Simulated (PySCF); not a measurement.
Electron correlation in Ba (barium, neutral)

[Xe] 5d1 6s1, high-spin 3D determinant (an excited configuration). All numbers are calculated (PySCF 2.14, a scalar-relativistic core potential, in def2-QZVPPD with the def2 core potential (46 electrons) (7s5p3d2f1g, 60 functions)). Frozen: 5s2 5p6; 2 electrons correlated.

With two correlated electrons CCSD is exact within the correlated space (frozen core and kept virtual orbitals).

| level | correlation energy (mhartree) |
| --- | --- |
| CCSD | -6.14 |

Diagnostics: T1 = 0.0039, D1 = 0.0076, largest double amplitude 0.053.

Spin-orbit coupling, absent here, splits the open shell strongly.

Cost of the coupled-cluster step: roughly 2.3 core-seconds, for 2 correlated electrons.
